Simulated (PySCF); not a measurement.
Job file and geometry (Å, from PBE0-D3(BJ)/def2-SVP) of an NMR shielding run on `InChI=1S/C6H8F4/c1-5(7)2-4(3-5)6(8,9)10/h4H,2-3H2,1H3/t4-,5-`, GIAO CAM-B3LYP/pcSseg-1 NMR shielding, non-relativistic, gas phase in PySCF; density fitting, a coarse starting grid and PySCF grid level 2 are the driver's defaults:

```
$ OMP_NUM_THREADS=1 python probes_run.py task.json out

{"job": {"kind": "nmr", "xc": "CAM-B3LYP", "basis": "pcSseg-1", "pop": false}, "charge": 0, "multiplicity": 1}
C      1.821333     0.276342     0.943772
C      0.983214    -0.662011     0.116902
F      1.710054    -1.815118    -0.101362
C      0.387615    -0.104899    -1.190855
C     -1.030313    -0.243958    -0.599241
C     -1.725906     1.052552    -0.299308
F     -2.022094     1.716848    -1.419564
F     -2.866305     0.848449     0.366567
F     -0.973342     1.870550     0.454736
C     -0.438320    -0.967919     0.627751
H      2.086301    -0.202028     1.898571
H      1.273053     1.204306     1.151691
H      2.748905     0.523817     0.406383
H      0.703141     0.905945    -1.486101
H      0.566118    -0.797040    -2.023504
H     -1.732064    -0.838626    -1.200092
H     -0.633521    -2.047767     0.617337
H     -0.704115    -0.562813     1.614601
```

Task: Write the output of this run.

Result: 
```
coarse grid: 15824 points
cycle   1  E = -632.2714096010  dE =  1.747e+00  |g| = 1.064e+00  |ddm| = 3.690e+00
cycle   2  E = -632.2032636547  dE =  6.815e-02  |g| = 1.348e+00  |ddm| = 1.233e+00
cycle   3  E = -632.4647066190  dE = -2.614e-01  |g| = 7.089e-02  |ddm| = 6.736e-01
cycle   4  E = -632.4654699333  dE = -7.633e-04  |g| = 3.703e-02  |ddm| = 6.955e-02
cycle   5  E = -632.4657499599  dE = -2.800e-04  |g| = 7.665e-03  |ddm| = 3.103e-02
cycle   6  E = -632.4657592949  dE = -9.335e-06  |g| = 3.049e-03  |ddm| = 6.031e-03
final grid: 156640 points
cycle   7  E = -632.5608942945  dE = -4.250e-05  |g| = 7.723e-03  |ddm| = 2.139e-02
cycle   8  E = -632.5608889009  dE =  5.394e-06  |g| = 1.000e-02  |ddm| = 1.094e-02
cycle   9  E = -632.5609042262  dE = -1.533e-05  |g| = 3.623e-04  |ddm| = 5.774e-03
cycle  10  E = -632.5609042464  dE = -2.028e-08  |g| = 2.166e-04  |ddm| = 4.801e-04
cycle  11  E = -632.5609042562  dE = -9.726e-09  |g| = 3.047e-05  |ddm| = 1.827e-04
cycle  12  E = -632.5609042563  dE = -1.467e-10  |g| = 1.163e-05  |ddm| = 3.083e-05
converged SCF energy = -632.5609042563

GIAO shielding tensors (ppm)
atom      isotropic    diamagn.    paramagn.     s11        s22        s33       span
  0 C      156.775     247.533     -90.758    143.824    144.855    181.647     37.823
  1 C       90.062     246.106    -156.044     61.480     65.053    143.652     82.172
  2 F      322.059     474.875    -152.816    295.556    319.250    351.371     55.816
  3 C      145.733     250.748    -105.015    129.122    135.960    172.119     42.997
  4 C      152.690     255.362    -102.672    136.559    148.660    172.850     36.291
  5 C       46.440     243.519    -197.080     41.726     42.671     54.921     13.195
  6 F      262.341     472.662    -210.321    176.484    268.333    342.206    165.721
  7 F      261.769     472.671    -210.902    175.724    267.063    342.519    166.794
  8 F      272.525     478.911    -206.387    194.396    273.621    349.558    155.162
  9 C      145.754     250.669    -104.915    129.003    136.231    172.029     43.027
 10 H       29.910      28.639       1.271     26.495     27.329     35.907      9.412
 11 H       29.722      30.616      -0.894     24.778     30.563     33.826      9.048
 12 H       29.919      28.642       1.277     26.518     27.333     35.905      9.386
 13 H       29.180      31.456      -2.275     25.993     28.613     32.935      6.942
 14 H       28.818      30.475      -1.657     25.538     27.255     33.660      8.122
 15 H       28.903      30.784      -1.882     24.231     28.621     33.855      9.623
 16 H       28.823      30.477      -1.654     25.541     27.242     33.686      8.146
 17 H       29.177      31.477      -2.300     26.029     28.595     32.908      6.878
```

Task: Turn these shieldings into chemical shifts. Chemical shifts δ = σref − σ; ¹³C (182.45 ppm), ¹H (31.33 ppm) vs TMS; ¹⁹F (189.10 ppm) against CFCl3, all at this level.

Result: Averaging equivalent atoms: C 5: 136.0; C 1: 92.4; C 3/9: 36.7; C 4: 29.8; C 0: 25.7; F 6/7/8: -76.4; F 2: -133.0; H 14/16: 2.51; H 15: 2.43; H 13/17: 2.15; H 10/11/12: 1.48 ppm. Unscaled 19F shifts against computed CFCl3 carry errors that often reach 10 to 50 ppm.

Size and cost of the density-fitted run: 210 basis functions, 85 s wall time on 1 thread of an Arm Neoverse N1, shared host; peak memory 1.1 GiB.
